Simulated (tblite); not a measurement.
Record of a relaxation.

Compound: C3H10BGaO.
Bonds: C1–C2, C2–C3, C3–B4, B4–O5, O5–Ga6. Hydrogens: H7, H8, H9 on C1; H10, H11 on C2; H12, H13 on C3; H14 on B4; H15, H16 on Ga6.

Computed with GFN2-xTB (tblite), gas phase: L-BFGS steps from a force-field or distance-geometry start until the largest atomic force falls under 0.01 eV/Å. 12 of its 218 geometries are shown.

Step 0: E = -490.4720 eV, largest atomic force 2.813 eV/Å
```
atom  x, y, z in Å  |  force x, y, z in eV/Å
C1     -2.105   -1.233   -0.262   -1.066  -2.134  -0.047
C2     -1.018   -0.426    0.341    0.475   0.214   1.917
C3     -0.484    0.688   -0.501   -0.163   1.873  -0.845
B4      0.654    1.402    0.327    2.716  -0.284  -0.006
O5      2.001    1.584   -0.208   -2.570  -0.175   1.129
Ga6     3.534    0.815    0.114   -1.023  -1.230  -0.706
H7     -2.741   -0.693   -0.977    0.251  -0.142   0.418
H8     -2.725   -1.633    0.594    0.284   0.339  -1.101
H9     -1.685   -2.143   -0.768   -0.443   0.853   0.159
H10    -1.425    0.054    1.277    0.427  -0.407  -0.671
H11    -0.182   -1.085    0.666   -0.438   0.330  -0.167
H12    -0.068    0.374   -1.458   -0.355  -0.220  -0.094
H13    -1.346    1.401   -0.693    0.884  -0.699  -0.051
H14     0.504    1.346    1.520    0.230   0.669  -0.537
H15     3.456   -0.056    1.395    0.383   0.308   0.913
H16     3.624   -0.385   -1.018    0.409   0.705  -0.312
```

Step 20: E = -491.9120 eV, largest atomic force 0.610 eV/Å
```
atom  x, y, z in Å  |  force x, y, z in eV/Å
C1     -2.139   -1.269   -0.310    0.126   0.112   0.182
C2     -1.087   -0.462    0.451    0.111   0.136  -0.046
C3     -0.540    0.692   -0.409   -0.104  -0.105  -0.061
B4      0.598    1.434    0.417    0.092  -0.011  -0.603
O5      1.867    1.130    0.104    0.328  -0.094   0.301
Ga6     3.390    0.297    0.048   -0.190   0.104   0.188
H7     -2.781   -0.600   -0.880    0.000  -0.068   0.037
H8     -2.754   -1.808    0.405   -0.022  -0.226  -0.144
H9     -1.652   -1.960   -0.998   -0.174   0.025   0.072
H10    -1.510   -0.045    1.375    0.013  -0.079  -0.223
H11    -0.245   -1.107    0.740   -0.161   0.011  -0.009
H12    -0.123    0.283   -1.339   -0.067  -0.058   0.144
H13    -1.381    1.327   -0.696    0.067   0.066   0.118
H14     0.350    2.203    1.257   -0.006   0.166   0.185
H15     3.963    0.031    1.473    0.049  -0.041  -0.108
H16     4.036   -0.137   -1.291   -0.064   0.062  -0.033
```

Step 39: E = -492.0208 eV, largest atomic force 0.074 eV/Å
```
atom  x, y, z in Å  |  force x, y, z in eV/Å
C1     -2.151   -1.277   -0.314   -0.051  -0.030   0.003
C2     -1.115   -0.462    0.457   -0.043  -0.055  -0.018
C3     -0.529    0.669   -0.400   -0.005   0.018   0.026
B4      0.623    1.456    0.372    0.055   0.013  -0.027
O5      1.886    1.009    0.346   -0.042   0.002   0.006
Ga6     3.420    0.259    0.141    0.018  -0.027   0.050
H7     -2.887   -0.622   -0.776    0.017   0.008   0.025
H8     -2.678   -1.956    0.354    0.054  -0.024  -0.035
H9     -1.676   -1.863   -1.101   -0.021   0.052   0.044
H10    -1.582   -0.036    1.349    0.035   0.014  -0.042
H11    -0.312   -1.128    0.788    0.025   0.046   0.004
H12    -0.142    0.231   -1.325   -0.004  -0.015   0.034
H13    -1.344    1.345   -0.665   -0.015  -0.033  -0.065
H14     0.377    2.435    0.979    0.011   0.027   0.049
H15     4.178   -0.087    1.449   -0.041  -0.005  -0.048
H16     3.923    0.035   -1.306    0.010   0.010  -0.006
```

Step 59: E = -492.0371 eV, largest atomic force 0.051 eV/Å
```
atom  x, y, z in Å  |  force x, y, z in eV/Å
C1     -2.135   -1.269   -0.287   -0.020  -0.040  -0.013
C2     -1.105   -0.432    0.459   -0.007   0.005  -0.017
C3     -0.509    0.664   -0.437    0.018   0.011   0.000
B4      0.606    1.475    0.362    0.043   0.027   0.008
O5      1.869    1.029    0.365   -0.009   0.028  -0.008
Ga6     3.374    0.229    0.138   -0.008   0.009   0.017
H7     -2.964   -0.647   -0.621    0.013  -0.020   0.015
H8     -2.528   -2.057    0.353   -0.022   0.015   0.004
H9     -1.683   -1.734   -1.161   -0.011  -0.001  -0.006
H10    -1.570    0.029    1.334    0.006  -0.007  -0.008
H11    -0.298   -1.082    0.815    0.001   0.037  -0.014
H12    -0.071    0.179   -1.315    0.008  -0.012   0.004
H13    -1.316    1.309   -0.789   -0.022  -0.025   0.033
H14     0.340    2.436    0.991   -0.007   0.004  -0.009
H15     4.062   -0.221    1.445    0.005  -0.031  -0.004
H16     3.921    0.101   -1.304    0.014   0.001  -0.002
```

Step 79: E = -492.0445 eV, largest atomic force 0.065 eV/Å
```
atom  x, y, z in Å  |  force x, y, z in eV/Å
C1     -2.120   -1.283   -0.258   -0.004   0.009  -0.012
C2     -1.069   -0.438    0.454   -0.001  -0.009   0.032
C3     -0.500    0.673   -0.442   -0.034  -0.017  -0.002
B4      0.593    1.539    0.331    0.062  -0.001   0.007
O5      1.863    1.115    0.333    0.055  -0.032   0.014
Ga6     3.322    0.221    0.141   -0.017   0.006  -0.009
H7     -2.965   -0.669   -0.568    0.044   0.007  -0.008
H8     -2.495   -2.067    0.399    0.043   0.026  -0.022
H9     -1.687   -1.748   -1.142   -0.046  -0.012  -0.006
H10    -1.507    0.009    1.348   -0.011   0.012   0.025
H11    -0.248   -1.088    0.773    0.035   0.028   0.034
H12    -0.038    0.190   -1.309   -0.017   0.014  -0.037
H13    -1.325    1.288   -0.801   -0.061  -0.002  -0.018
H14     0.321    2.524    0.922   -0.021  -0.046  -0.028
H15     3.840   -0.482    1.417   -0.008  -0.006   0.005
H16     4.007    0.225   -1.250   -0.017   0.023   0.025
```

Step 99: E = -492.0589 eV, largest atomic force 0.058 eV/Å
```
atom  x, y, z in Å  |  force x, y, z in eV/Å
C1     -2.048   -1.295   -0.190    0.011  -0.031   0.017
C2     -0.982   -0.421    0.458    0.000   0.002  -0.022
C3     -0.533    0.701   -0.489   -0.038   0.018  -0.013
B4      0.569    1.603    0.228   -0.020  -0.026  -0.005
O5      1.823    1.145    0.297    0.051  -0.023  -0.003
Ga6     3.226    0.156    0.187    0.030  -0.019  -0.046
H7     -2.909   -0.691   -0.467    0.001  -0.024  -0.023
H8     -2.384   -2.076    0.488    0.014  -0.014   0.044
H9     -1.652   -1.769   -1.086   -0.036   0.004  -0.032
H10    -1.377    0.017    1.379    0.019  -0.020  -0.032
H11    -0.109   -1.033    0.721   -0.028   0.028   0.014
H12    -0.121    0.232   -1.390    0.019   0.018   0.036
H13    -1.413    1.269   -0.792   -0.010   0.031   0.011
H14     0.296    2.626    0.744    0.019   0.025   0.010
H15     3.418   -0.974    1.231   -0.024   0.039  -0.002
H16     4.190    0.518   -0.972   -0.007  -0.008   0.045
```

Step 118: E = -492.0681 eV, largest atomic force 0.031 eV/Å
```
atom  x, y, z in Å  |  force x, y, z in eV/Å
C1     -2.013   -1.328   -0.155    0.026   0.006  -0.002
C2     -0.961   -0.398    0.437    0.014   0.006   0.013
C3     -0.573    0.745   -0.514    0.011   0.000   0.016
B4      0.566    1.625    0.176    0.026   0.015  -0.007
O5      1.812    1.140    0.226   -0.026   0.010  -0.011
Ga6     3.195    0.116    0.193   -0.008   0.004  -0.028
H7     -2.914   -0.773   -0.403   -0.020   0.013  -0.003
H8     -2.275   -2.107    0.558   -0.005  -0.015  -0.007
H9     -1.642   -1.800   -1.062    0.007  -0.005  -0.017
H10    -1.340    0.028    1.368   -0.004   0.000   0.009
H11    -0.058   -0.974    0.679    0.003   0.000  -0.006
H12    -0.194    0.300   -1.440   -0.028  -0.003   0.012
H13    -1.467    1.318   -0.761    0.016  -0.015   0.010
H14     0.335    2.661    0.691    0.001  -0.006  -0.012
H15     3.183   -1.151    1.081    0.000   0.002   0.013
H16     4.340    0.605   -0.725   -0.012  -0.012   0.020
```

Step 138: E = -492.0777 eV, largest atomic force 0.131 eV/Å
```
atom  x, y, z in Å  |  force x, y, z in eV/Å
C1     -1.906   -1.367   -0.138    0.061   0.047   0.062
C2     -0.872   -0.403    0.429    0.052   0.078  -0.018
C3     -0.642    0.812   -0.483    0.000  -0.021  -0.045
B4      0.553    1.721    0.069    0.107   0.003  -0.011
O5      1.782    1.195    0.169   -0.116  -0.007  -0.019
Ga6     3.054    0.029    0.251    0.005   0.021  -0.033
H7     -2.858   -0.863   -0.286   -0.039   0.031  -0.004
H8     -2.057   -2.187    0.558   -0.040  -0.106  -0.065
H9     -1.576   -1.761   -1.097   -0.018  -0.035   0.058
H10    -1.198   -0.040    1.407   -0.002  -0.078  -0.013
H11     0.080   -0.944    0.570   -0.049   0.111  -0.030
H12    -0.379    0.437   -1.478    0.039   0.003   0.021
H13    -1.584    1.355   -0.594    0.081  -0.005   0.072
H14     0.399    2.841    0.409   -0.041  -0.030  -0.017
H15     2.823   -1.327    0.969    0.001   0.008   0.014
H16     4.372    0.509   -0.409   -0.042  -0.020   0.027
```

Step 158: E = -492.0902 eV, largest atomic force 0.027 eV/Å
```
atom  x, y, z in Å  |  force x, y, z in eV/Å
C1     -1.800   -1.405   -0.141   -0.006  -0.001   0.001
C2     -0.795   -0.405    0.417    0.015  -0.011   0.006
C3     -0.722    0.886   -0.402    0.000   0.004   0.002
B4      0.561    1.783   -0.084    0.004  -0.015  -0.014
O5      1.753    1.210    0.113    0.000   0.013   0.008
Ga6     2.928   -0.045    0.343    0.000   0.006   0.005
H7     -2.791   -0.961   -0.199   -0.014   0.010   0.010
H8     -1.855   -2.287    0.494   -0.013  -0.013   0.007
H9     -1.510   -1.723   -1.141   -0.005   0.013  -0.006
H10    -1.062   -0.153    1.446    0.001  -0.012   0.006
H11     0.198   -0.881    0.439    0.005   0.007  -0.026
H12    -0.662    0.615   -1.462   -0.012   0.009  -0.005
H13    -1.651    1.444   -0.277   -0.007  -0.007  -0.013
H14     0.490    2.961   -0.055    0.006  -0.010   0.003
H15     2.564   -1.452    0.901    0.007   0.002   0.017
H16     4.348    0.422   -0.045    0.019   0.005  -0.002
```

Step 178: E = -492.1368 eV, largest atomic force 0.206 eV/Å
```
atom  x, y, z in Å  |  force x, y, z in eV/Å
C1     -1.805   -1.394   -0.189   -0.027   0.073  -0.029
C2     -0.665   -0.488    0.259   -0.051   0.029  -0.096
C3     -0.744    0.918   -0.341   -0.042  -0.019  -0.081
B4      0.570    1.799   -0.132    0.026  -0.020   0.035
O5      1.739    1.230    0.165   -0.025   0.027   0.009
Ga6     2.838   -0.057    0.527    0.100   0.044  -0.076
H7     -2.766   -0.907   -0.030    0.012  -0.021   0.063
H8     -1.794   -2.334    0.359   -0.002   0.002  -0.007
H9     -1.712   -1.613   -1.249   -0.028  -0.033  -0.069
H10    -0.670   -0.405    1.350    0.066   0.008   0.002
H11     0.287   -0.963   -0.041    0.025   0.031   0.028
H12    -0.887    0.849   -1.430   -0.069  -0.067   0.182
H13    -1.626    1.431    0.052    0.069  -0.060  -0.070
H14     0.524    2.966   -0.282    0.013   0.066   0.002
H15     2.558   -1.103    1.632   -0.007  -0.015   0.046
H16     4.146    0.079   -0.301   -0.059  -0.044   0.061
```

Step 197: E = -492.1842 eV, largest atomic force 0.047 eV/Å
```
atom  x, y, z in Å  |  force x, y, z in eV/Å
C1     -1.730   -1.399   -0.229   -0.021   0.020   0.017
C2     -0.548   -0.495    0.092    0.019  -0.021   0.017
C3     -0.749    0.959   -0.328    0.040  -0.024   0.005
B4      0.573    1.847   -0.163   -0.010   0.032  -0.005
O5      1.715    1.283    0.226    0.006  -0.024   0.008
Ga6     2.659   -0.102    0.680   -0.002   0.013   0.024
H7     -2.627   -1.044    0.274    0.001   0.021   0.003
H8     -1.541   -2.421    0.093    0.021   0.017   0.001
H9     -1.920   -1.407   -1.300   -0.011   0.000  -0.023
H10    -0.345   -0.520    1.173    0.016  -0.035  -0.007
H11     0.355   -0.899   -0.412   -0.031   0.000  -0.016
H12    -1.079    1.001   -1.369    0.008  -0.031  -0.025
H13    -1.560    1.391    0.258   -0.037   0.022   0.017
H14     0.550    3.003   -0.399   -0.009  -0.002   0.006
H15     2.515   -0.682    2.112    0.001   0.017  -0.036
H16     3.727   -0.507   -0.361    0.009  -0.005   0.012
```

Step 217: E = -492.1902 eV, largest atomic force 0.009 eV/Å
```
atom  x, y, z in Å  |  force x, y, z in eV/Å
C1     -1.766   -1.384   -0.219   -0.005  -0.007  -0.003
C2     -0.531   -0.526    0.019   -0.005  -0.002  -0.003
C3     -0.742    0.943   -0.342    0.000   0.004   0.001
B4      0.570    1.838   -0.144    0.001   0.000  -0.005
O5      1.711    1.271    0.242   -0.007   0.001   0.001
Ga6     2.687   -0.077    0.723   -0.002   0.003  -0.003
H7     -2.604   -1.010    0.366    0.003   0.000   0.001
H8     -1.581   -2.418    0.067   -0.001   0.000  -0.002
H9     -2.047   -1.363   -1.270   -0.002   0.005   0.004
H10    -0.234   -0.596    1.077    0.003   0.002   0.001
H11     0.308   -0.927   -0.579    0.007  -0.004   0.003
H12    -1.076    1.016   -1.379    0.003  -0.002   0.000
H13    -1.558    1.347    0.262    0.001   0.004   0.001
H14     0.537    3.001   -0.344    0.000  -0.001   0.001
H15     2.583   -0.571    2.185    0.000  -0.003   0.003
H16     3.734   -0.534   -0.317    0.002   0.001   0.000
```

**Question.** Summarise the path.

**Answer.** The energy falls by 1.7182 eV from step 0 to step 217; nine tenths of that is first reached at step 38. It rises by more than 0.2 meV at steps 141, 162, 172 and 174. The largest force goes from 2.813 to 0.009 eV/Å. Among the bonds B4–O5 changes most, from 1.460 to 1.332 Å; the atoms move by 1.190 Å rms after alignment.

**Question.** Follow the three bonds and two angles with the largest change from start to end.

**Answer.** 
| step | E above end (eV) | largest force (eV/Å) | B4–O5 (Å) | Ga6–H16 (Å) | C3–H13 (Å) | H15–Ga6–H16 (°) | B4–O5–Ga6 (°) |
| --- | --- | --- | --- | --- | --- | --- | --- |
| 0 | 1.7182 | 2.813 | 1.460 | 1.652 | 1.136 | 99.2 | 133.5 |
| 9 | 0.6401 | 0.350 | 1.343 | 1.558 | 1.092 | 128.1 | 124.5 |
| 19 | 0.3020 | 0.541 | 1.349 | 1.557 | 1.095 | 127.3 | 157.1 |
| 28 | 0.2028 | 0.162 | 1.342 | 1.561 | 1.094 | 124.1 | 169.8 |
| 38 | 0.1708 | 0.084 | 1.339 | 1.551 | 1.091 | 126.3 | 171.0 |
| 47 | 0.1632 | 0.090 | 1.340 | 1.545 | 1.092 | 127.0 | 171.7 |
| 57 | 0.1541 | 0.080 | 1.340 | 1.549 | 1.092 | 127.0 | 168.8 |
| 66 | 0.1514 | 0.036 | 1.340 | 1.550 | 1.091 | 127.0 | 167.8 |
| 75 | 0.1497 | 0.048 | 1.340 | 1.549 | 1.090 | 125.8 | 166.8 |
| 85 | 0.1415 | 0.048 | 1.338 | 1.548 | 1.090 | 127.7 | 164.4 |
| 94 | 0.1360 | 0.079 | 1.338 | 1.546 | 1.090 | 127.7 | 163.6 |
| 104 | 0.1277 | 0.068 | 1.337 | 1.546 | 1.091 | 127.3 | 163.5 |
| 113 | 0.1229 | 0.032 | 1.337 | 1.546 | 1.090 | 127.4 | 164.4 |
| 123 | 0.1194 | 0.052 | 1.337 | 1.547 | 1.090 | 127.2 | 165.2 |
| 132 | 0.1181 | 0.043 | 1.337 | 1.545 | 1.090 | 127.2 | 163.7 |
| 142 | 0.1065 | 0.129 | 1.337 | 1.548 | 1.089 | 125.8 | 158.8 |
| 151 | 0.1021 | 0.027 | 1.337 | 1.545 | 1.091 | 125.8 | 158.3 |
| 160 | 0.0995 | 0.038 | 1.338 | 1.545 | 1.091 | 125.3 | 158.9 |
| 170 | 0.0875 | 0.148 | 1.335 | 1.551 | 1.093 | 126.9 | 159.5 |
| 179 | 0.0470 | 0.205 | 1.333 | 1.559 | 1.095 | 126.7 | 156.2 |
| 189 | 0.0122 | 0.100 | 1.334 | 1.549 | 1.094 | 125.6 | 152.6 |
| 198 | 0.0056 | 0.051 | 1.332 | 1.546 | 1.091 | 125.8 | 151.7 |
| 208 | 0.0004 | 0.025 | 1.332 | 1.545 | 1.092 | 125.9 | 153.4 |
| 217 | 0.0000 | 0.009 | 1.332 | 1.545 | 1.092 | 126.0 | 153.4 |

The cost below is that of the whole relaxation. On one thread of an Intel Xeon 6975P-C, on a shared host, this took 0.84 s.
